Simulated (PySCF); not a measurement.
# Simulated absorption spectrum

Compound: CH2InNS.
SMILES: `S=C=[N][InH2]`

Method: TDDFT B3LYP/def2-SVPD, vertical, gas phase, core orbitals frozen in the response, def2 core potentials past Kr in PySCF. Geometry: PBE0-D3(BJ)/def2-SVP; no solvent, vibrations or thermal averaging. Spin–orbit coupling is left out.

Computed states:

```
state  E (eV)       f
   S1    3.12  0.0000
   S2    3.62   0.148
   S3    4.87  0.0057
   S4    4.97  0.0022
   S5    5.39  0.0000
   S6    5.47  0.0000
   S7    5.61  0.0063
   S8    5.65   0.086
   S9    5.70  0.0000
  S10    5.75  0.0003
```

Broadening: Gaussians 0.5 eV wide at half height, area fixed by f = 4.319×10⁻⁹ ∫ε dν̃. The cross-section is σ = 3.8235×10⁻²¹ ε cm², given in Mb (10⁻¹⁸ cm²). The width is an assumption, not a result. The curve ends short of the highest state used, and states not computed would add to its high-energy end.

Q: Give the broadened spectrum and its maxima.

A: 
| λ (nm) | σ (Mb) |
| --- | --- |
| 240.8 | 2.03 |
| 253.1 | 1.64 |
| 265.4 | 0.95 |
| 277.6 | 0.24 |
| 289.9 | 0.28 |
| 302.2 | 2.26 |
| 314.5 | 9.52 |
| 326.7 | 21.60 |
| 339.0 | 30.07 |
| 351.3 | 28.04 |
| 363.6 | 18.93 |
| 375.8 | 9.92 |
| 388.1 | 4.19 |
| 400.4 | 1.50 |
| 412.7 | 0.47 |
| 424.9 | 0.13 |
| 437.2 | 0.03 |
| 449.5 | 0.01 |
| 461.8 | 0.00 |
| 474.0 | 0.00 |
| 486.3 | 0.00 |
| 498.6 | 0.00 |
| 510.8 | 0.00 |
| 523.1 | 0.00 |

Maxima: 343 nm (3.62 eV), ε about 8000, made up of S2 (100%); 252 nm (4.92 eV), ε about 430, made up of S3 (70%) and S4 (27%) (hardly more than a shoulder) (ε in L mol⁻¹ cm⁻¹; maxima over ε = 5, shares over 10%). At its high-energy end, 5.15 eV, the curve is still rising (ε about 530, from S3, S4 and S8).

Q: On this curve, what absorbance would a 10⁻⁵ mol/L sample give at 308 nm over a 1 cm path?

A: 308 nm is 4.025 eV, where ε is about 1300 L mol⁻¹ cm⁻¹, so A = ε c l ≈ 0.013 (Beer–Lambert, with the gas-phase spectrum and the assumed width).

Q: Coming from long wavelengths, where does ε first pass 100 L mol⁻¹ cm⁻¹?

A: At about 415 nm (2.99 eV), 0.13 eV below S1.

Q: Does any computed singlet lie in the visible range?

A: S1 lies in the visible range (380 to 750 nm), at 397 nm, dark in the vertical dipole picture (f under 0.0005); light of that wavelength is violet, and its complementary colour is yellow-green; a Tamm–Dancoff triplet lies at 406 nm, without intensity as long as spin–orbit coupling is left out.

The vertical ionisation energy (ΔSCF) is 8.90 eV, 3.15 eV above S10.

Time: 20 s of wall time. Hardware: x86-64 server, one thread (shared host).
